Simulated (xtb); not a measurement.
H₇NO₂Si₂, SMILES N[Si@H](O)O[SiH3]. All values are semi-empirical tight-binding results from xtb (GFN2-xTB unless named), good for trends rather than for accurate numbers. Geometry optimised at GFN2-xTB. The structure was generated by enumeration; whether it is a known compound was not checked. One conformer was computed; it need not be the lowest.

Optimised geometry:

```xyz
12

N     -2.0654     0.7233     0.6155
Si    -0.9459    -0.1203    -0.3868
O     -0.8764    -1.6685     0.0997
O      0.5762     0.4302    -0.3288
Si     2.1272     0.3737     0.1228
H     -2.0443     0.5538     1.6092
H     -2.2035     1.7052     0.4471
H     -1.3686     0.0440    -1.7666
H     -1.6876    -2.1527     0.2193
H      2.2010     0.7062     1.5485
H      2.6690    -0.9601    -0.1287
H      2.7552     1.3997    -0.7084
```
Charge 0, spin multiplicity 1.

| Item | Value |
|---|---|
| orbital gap | 5.83 eV |
| dipole moment | 1.80 D |
| zero-point energy | 47.7 kcal/mol |
| G − E(el) at 298.15 K (modified RRHO) | 26.4 kcal/mol |
| static polarisability (D4 model) | 80.2 bohr³ |
| solvation energy, GFN2-xTB/ALPB(water) | -5.4 kcal/mol |
| solvation energy, GFN2-xTB/ALPB(thf) | -8.7 kcal/mol |

Give the atomic charges and the Wiberg bond orders between heavy atoms. (An estimate is asked for; the answer gives what the named calculation found.)

charges (e) N1 -0.43, Si2 0.60, O3 -0.48, O4 -0.44, Si5 0.52, H6 0.16, H7 0.15, H8 -0.08, H9 0.30, H10 -0.10, H11 -0.10, H12 -0.10. Bond orders N1–Si2 1.09, Si2–O3 1.16, Si2–O4 1.05, O4–Si5 1.10.
